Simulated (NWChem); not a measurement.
System: AuPH₄S; SMILES [PH3]->[Au][SH]

NWChem printed, in part:

```
             Northwest Computational Chemistry Package (NWChem) 7.3.0
             --------------------------------------------------------

 C1  symmetry detected

                             Geometry "geometry" -> ""
                             -------------------------

 Output coordinates in angstroms (scale by  1.889725989 to convert to a.u.)

  No.       Tag          Charge          X              Y              Z
 ---- ---------------- ---------- -------------- -------------- --------------
    1 Au                  79.0000     0.00360715     0.03408124    -0.00004969
    2 S                   16.0000     0.05413074     2.34370223     0.00009222
    3 H                    1.0000    -1.30359480     2.48837808     0.00016773
    4 P                   15.0000     0.01079032    -2.25540856     0.00006764
    5 H                    1.0000    -1.25392549    -2.92028494     0.01157481
    6 H                    1.0000     0.63200322    -2.96388034     1.07658519
    7 H                    1.0000     0.61260591    -2.96473784    -1.08689202

 Effective nuclear repulsion energy (a.u.)     674.9906809533

                                 NWChem DFT Module
                                 -----------------

 Summary of "ao basis" -> "ao basis" (spherical)
 ------------------------------------------------------------------------------
       Tag                 Description            Shells   Functions and Types
 ---------------- ------------------------------  ------  ---------------------
 Au                         def2-svp                12       32   6s3p2d1f
 S                          def2-svp                 8       18   4s3p1d
 H                          def2-svp                 3        5   2s1p
 P                          def2-svp                 8       18   4s3p1d

            General Information
            -------------------
          SCF calculation type: DFT
          Wavefunction type:  closed shell.
          No. of atoms     :     7
          No. of electrons :    54
           Alpha electrons :    27
            Beta electrons :    27
          Charge           :     0
          Spin multiplicity:     1
          Use of symmetry is: off; symmetry adaption is: off
          Maximum number of iterations: 150
          AO basis - number of functions:    88
                     number of shells:    40
          Convergence on energy requested:  1.00D-06
          Convergence on density requested:  1.00D-05
          Convergence on gradient requested:  5.00D-04

              XC Information
              --------------
                         MN15 Method XC Functional
                     Hartree-Fock (Exact) Exchange  0.440
                          MN15 Exchange Functional  1.000
                        MN15 Correlation Potential  1.000

             Grid Information
             ----------------
          Grid used for XC integration:  xcoarse
          Radial quadrature: Mura-Knowles
          Angular quadrature: Lebedev.
          Tag              B.-S. Rad. Rad. Pts. Rad. Cut. Ang. Pts.
          ---              ---------- --------- --------- ---------
          Au                  1.35       84           9.0       194
          S                   1.00       42          12.0       194
          H                   0.35       21          13.0       194
          P                   1.00       42          11.0       194
          Grid pruning is: on
          Number of quadrature shells:   252
          Spatial weights used:  Erf1

      Superposition of Atomic Density Guess
      -------------------------------------

 Sum of atomic energies:        -892.32618744

      Non-variational initial energy
      ------------------------------

 Total energy =    -875.259521
 1-e energy   =   -1670.960761
 2-e energy   =     589.493905
 HOMO         =      -0.297190
 LUMO         =       0.017516

     ---------------------------------------------
      Total Density - Mulliken Population Analysis
     ---------------------------------------------

    Atom       Charge   Shell Charges
 -----------   ------   -------------------------------------------------------
    1 Au  19    19.15   0.07 -0.48  1.81  0.61  0.81  0.34  5.58  0.48  0.09  8.71  1.11  0.01
    2 S   16    16.62   2.00  1.99  1.21  0.65  5.94  1.83  2.98  0.03
    3 H    1     0.80   0.58  0.19  0.03
    4 P   15    14.70   2.00  1.99  1.06  0.42  5.93  1.34  1.87  0.08
    5 H    1     0.91   0.63  0.27  0.02
    6 H    1     0.91   0.63  0.27  0.02
    7 H    1     0.91   0.63  0.27  0.02

   convergence    iter        energy       DeltaE   RMS-Dens  Diis-err
 ---------------- ----- ----------------- --------- --------- ---------
 d= 0,ls=0.0,diis     1   -876.8586958202 -1.08D+03  2.05D-02  1.04D+00
 d= 0,ls=0.0,diis     2   -876.7629650355  9.57D-02  1.35D-02  1.95D+00
 d= 0,ls=0.0,diis     3   -876.9800300601 -2.17D-01  2.56D-03  4.60D-02
 d= 0,ls=0.0,diis     4   -876.9844056912 -4.38D-03  1.21D-03  6.34D-03
 d= 0,ls=0.0,diis     5   -876.9853610282 -9.55D-04  2.32D-04  4.82D-04
  Resetting Diis
 d= 0,ls=0.0,diis     6   -876.9854197770 -5.87D-05  5.07D-05  2.91D-05
 d= 0,ls=0.0,diis     7   -876.9854228662 -3.09D-06  1.84D-05  9.43D-07
 d= 0,ls=0.0,diis     8   -876.9854229652 -9.89D-08  5.61D-06  6.30D-07

         Total DFT energy =     -876.985422965176
      One electron energy =    -1673.267156420827
           Coulomb energy =      652.712953409979
    Exchange-Corr. energy =      -62.638555400859
 Nuclear repulsion energy =      206.207335446531

 Numeric. integr. density =       53.999186854374

                       DFT Final Molecular Orbital Analysis
                       ------------------------------------

 Vector   25  Occ=2.000000D+00  E=-3.369909D-01
              MO Center=  1.1D-01,  1.1D-01,  2.7D-05, r^2= 3.2D+00
   Bfn.  Coefficient  Atom+Function         Bfn.  Coefficient  Atom+Function
  ----- ------------  ---------------      ----- ------------  ---------------
    20      0.487296  1 Au d  2              18      0.304407  1 Au d  0
     3     -0.284044  1 Au s                  5      0.281760  1 Au s
    16     -0.237057  1 Au d -2              67      0.212633  4 P  py
    59      0.177131  4 P  s                  2      0.176238  1 Au s
     6      0.147572  1 Au s                 43      0.147166  2 S  px

 Vector   26  Occ=2.000000D+00  E=-2.925842D-01
              MO Center=  2.1D-02,  1.6D+00,  6.5D-05, r^2= 3.4D+00
   Bfn.  Coefficient  Atom+Function         Bfn.  Coefficient  Atom+Function
  ----- ------------  ---------------      ----- ------------  ---------------
    44     -0.451772  2 S  py                 5      0.419000  1 Au s
    41     -0.344541  2 S  py                 3     -0.306660  1 Au s
    38     -0.195895  2 S  py                 2      0.194495  1 Au s
     6      0.188754  1 Au s                 59     -0.175556  4 P  s
    67     -0.174364  4 P  py                20      0.154997  1 Au d  2

 Vector   27  Occ=2.000000D+00  E=-2.417026D-01
              MO Center=  3.0D-02,  2.0D+00, -1.7D-05, r^2= 2.4D+00
   Bfn.  Coefficient  Atom+Function         Bfn.  Coefficient  Atom+Function
  ----- ------------  ---------------      ----- ------------  ---------------
    45      0.604685  2 S  pz                42      0.445593  2 S  pz
    17     -0.259195  1 Au d -1              39      0.248684  2 S  pz
    15      0.151819  1 Au pz                 9     -0.078700  1 Au pz
    85      0.068618  7 H  s                 80     -0.067961  6 H  s
    22     -0.055965  1 Au d -1              68      0.044953  4 P  pz

 Vector   28  Occ=0.000000D+00  E=-7.720246D-03
              MO Center= -6.0D-02, -1.2D+00,  7.3D-04, r^2= 5.7D+00
   Bfn.  Coefficient  Atom+Function         Bfn.  Coefficient  Atom+Function
  ----- ------------  ---------------      ----- ------------  ---------------
    66      0.678488  4 P  px                13      0.612617  1 Au px
    75      0.600636  5 H  s                 80     -0.374161  6 H  s
    85     -0.364464  7 H  s                 74      0.250619  5 H  s
    52      0.197609  3 H  s                  7     -0.186947  1 Au px
    63      0.169520  4 P  px                16      0.167552  1 Au d -2

 Vector   29  Occ=0.000000D+00  E=-7.626314D-04
              MO Center=  4.4D-02, -1.3D+00, -7.4D-04, r^2= 5.6D+00
   Bfn.  Coefficient  Atom+Function         Bfn.  Coefficient  Atom+Function
  ----- ------------  ---------------      ----- ------------  ---------------
    68      0.739325  4 P  pz                85      0.599988  7 H  s
    80     -0.592944  6 H  s                 15      0.546797  1 Au pz
    84      0.235564  7 H  s                 79     -0.233015  6 H  s
    45     -0.223013  2 S  pz                17      0.217791  1 Au d -1
    65      0.189562  4 P  pz                 9     -0.168013  1 Au pz

 Vector   30  Occ=0.000000D+00  E= 1.742872D-02
              MO Center= -3.5D-03, -1.4D+00, -2.9D-04, r^2= 7.2D+00
   Bfn.  Coefficient  Atom+Function         Bfn.  Coefficient  Atom+Function
  ----- ------------  ---------------      ----- ------------  ---------------
    59      1.548764  4 P  s                  6     -0.824969  1 Au s
    75     -0.675268  5 H  s                 80     -0.525553  6 H  s
    85     -0.525490  7 H  s                 58      0.483656  4 P  s
    44     -0.389631  2 S  py                14      0.386699  1 Au py
    57      0.306945  4 P  s                  5     -0.298792  1 Au s

     ---------------------------------------------
      Total Density - Mulliken Population Analysis
     ---------------------------------------------

    Atom       Charge   Shell Charges
 -----------   ------   -------------------------------------------------------
    1 Au  19    19.10   0.07 -0.49  1.92  0.51  0.81  0.32  5.58  0.50  0.19  8.21  1.48  0.01
    2 S   16    16.23   2.00  1.97  1.21  0.64  5.93  1.87  2.57  0.05
    3 H    1     0.94   0.71  0.20  0.03
    4 P   15    14.84   2.00  1.97  1.16  0.38  5.93  1.59  1.67  0.14
    5 H    1     0.96   0.73  0.21  0.02
    6 H    1     0.96   0.73  0.22  0.02
    7 H    1     0.96   0.73  0.22  0.02

     -------------------------------------------
      Total Density - Lowdin Population Analysis
     -------------------------------------------

    Atom       Charge   Shell Charges
 -----------   ------   -------------------------------------------------------
    1 Au  19    19.46   0.00  0.02  1.05  0.89  0.64  0.45  4.91  1.20  0.45  7.84  1.97  0.01
    2 S   16    16.01   2.00  1.94  0.95  0.68  5.81  1.94  2.63  0.06
    3 H    1     1.01   0.62  0.32  0.08
    4 P   15    14.45   2.00  1.93  0.77  0.44  5.81  1.56  1.74  0.20
    5 H    1     1.02   0.64  0.34  0.04
    6 H    1     1.02   0.64  0.34  0.04
    7 H    1     1.02   0.64  0.34  0.04

     Multipole analysis of the density
     ---------------------------------

     L   x y z        total         alpha         beta         nuclear
     -   - - -        -----         -----         ----         -------
     0   0 0 0      0.000000    -27.000000    -27.000000     54.000000

     1   1 0 0     -0.323103      0.042944      0.042944     -0.408991
     1   0 1 0     -2.569867      0.647193      0.647193     -3.864252
     1   0 0 1      0.000139     -0.002748     -0.002748      0.005635

     2   2 0 0    -37.020020    -25.822262    -25.822262     14.624503
     2   1 1 0     -1.981751      1.873594      1.873594     -5.728939
     2   1 0 1     -0.000180      0.000046      0.000046     -0.000273
     2   0 2 0    -34.682346   -368.209803   -368.209803    701.737259
     2   0 1 1     -0.000899      0.000919      0.000919     -0.002737
     2   0 0 2    -39.716239    -24.037165    -24.037165      8.358091

            General Information
            -------------------
          SCF calculation type: DFT
          Wavefunction type:  closed shell.
          No. of atoms     :     7
          No. of electrons :    54
           Alpha electrons :    27
            Beta electrons :    27
          Charge           :     0
          Spin multiplicity:     1
          Use of symmetry is: off; symmetry adaption is: off
          Maximum number of iterations: 150
          AO basis - number of functions:    88
                     number of shells:    40
          Convergence on energy requested:  1.00D-06
          Convergence on density requested:  1.00D-05
          Convergence on gradient requested:  5.00D-04

              XC Information
              --------------
                         MN15 Method XC Functional
                     Hartree-Fock (Exact) Exchange  0.440
                          MN15 Exchange Functional  1.000
                        MN15 Correlation Potential  1.000

             Grid Information
             ----------------
          Grid used for XC integration:  xcoarse
          Radial quadrature: Mura-Knowles
          Angular quadrature: Lebedev.
          Tag              B.-S. Rad. Rad. Pts. Rad. Cut. Ang. Pts.
          ---              ---------- --------- --------- ---------
          Au                  1.35       84           9.0       194
          S                   1.00       42          12.0       194
          H                   0.35       21          13.0       194
          P                   1.00       42          11.0       194
          Grid pruning is: on
          Number of quadrature shells:   252
          Spatial weights used:  Erf1

          Convergence Information
          -----------------------
          Convergence aids based upon iterative change in
          total energy or number of iterations.
          Levelshifting, if invoked, occurs when the
          HOMO/LUMO gap drops below (HL_TOL):  1.00D-02
          DIIS, if invoked, will attempt to extrapolate
          using up to (NFOCK): 10 stored Fock matrices.

                    Damping( 0%)  Levelshifting(0.5)       DIIS
                  --------------- ------------------- ---------------
          dE  on:    start            ASAP                start
          dE off:    2 iters        150 iters           150 iters

                            NWChem DFT Gradient Module
                            --------------------------

  charge          =   0.00
  wavefunction    = closed shell

                         DFT ENERGY GRADIENTS

    atom               coordinates                        gradient
                 x          y          z           x          y          z
   1 Au      0.006817   0.064404  -0.000094   -0.000876  -0.004520   0.000003
   2 S       0.102292   4.428955   0.000174    0.012656   0.005833   0.000000
   3 H      -2.463437   4.702353   0.000317   -0.012220   0.001360  -0.000000
   4 P       0.020391  -4.262104   0.000128   -0.000247   0.017091  -0.000018
   5 H      -2.369576  -5.518538   0.021873   -0.009575  -0.005645   0.000101
   6 H       1.194313  -5.600922   2.034451    0.005261  -0.007077   0.008574
   7 H       1.157657  -5.602542  -2.053928    0.005002  -0.007042  -0.008661
```

Level: MN15/def2-SVP with def2 effective core potentials on Au. The geometry was optimised at PBE-D3(BJ)/def2-SVP. def2 effective core potentials on Au; no spin-orbit coupling.

Q: Reconstruct the input file.

A: Several could match; the one computed here: the input that was run:
```
start job
memory heap 200 mb stack 900 mb global 1100 mb
geometry units angstroms noautoz
  Au    -0.023989     0.028870    -0.206723
  S     -0.022516     2.329383    -0.417767
  H     -1.177132     2.510322     0.288259
  P      0.023279    -2.253121    -0.027564
  H     -1.031834    -2.880651     0.703628
  H      1.132437    -2.892856     0.610586
  H     -0.028178    -3.060333    -1.207637
end
basis spherical
  Au library def2-svp
  S library def2-svp
  H library def2-svp
  P library def2-svp
end
ecp
  Au library def2-ecp
end
dft
  xc mn15
  grid xcoarse
  iterations 150
  mulliken
end
task dft gradient
```
